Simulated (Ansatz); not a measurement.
`CS[Si]S` + H₂ → `[SiH]S` + CH₃SH  (hydrogenolysis of the Si–S bond)

Gas-phase electronic energies from Ansatz, PBE0-D4/def2-TZVP geometries. CCSD(T)/CBS is extrapolated from def2-TZVPP and def2-QZVPP, frozen cores. Functionals use def2-TZVPP. B3LYP here is the variant with VWN-RPA as its local correlation; programs differ in this. Each species was taken in one conformer, which may not be the lowest.

(1) Is it downhill or uphill in electronic energy at CCSD(T)/CBS, and by how much? (Estimate.)

(2) What do these levels give: PBE0-D4, B3LYP-D4, ωB97X-V, MP2/def2-TZVPP, HF/def2-QZVPP, MP2/def2-QZVPP? (Best estimate.)

Largest T1 diagnostic among the species: 0.016.

## Answers

(1) The calculation gave: Uphill: ΔE = +0.89 eV.

(2) The calculation gave: PBE0-D4 0.91, B3LYP-D4 0.88, ωB97X-V 0.80, MP2/def2-TZVPP 0.95, HF/def2-QZVPP 0.49, MP2/def2-QZVPP 1.00 eV.

The D4 term adds +0.15 eV with B3LYP and +0.08 eV with PBE0; it sums over pairs of atoms, weighted by their polarisabilities, and B3LYP, whose exchange is more repulsive, gets the larger term. In def2-TZVPP, CCSD(T) changes the Hartree–Fock value by +0.31 eV (the triples alone add +0.10 eV) and MP2 by +0.46 eV. From PBE to PBE0 (25 % exact exchange), in def2-TZVPP and without D4, ΔE moves by −0.06 eV.
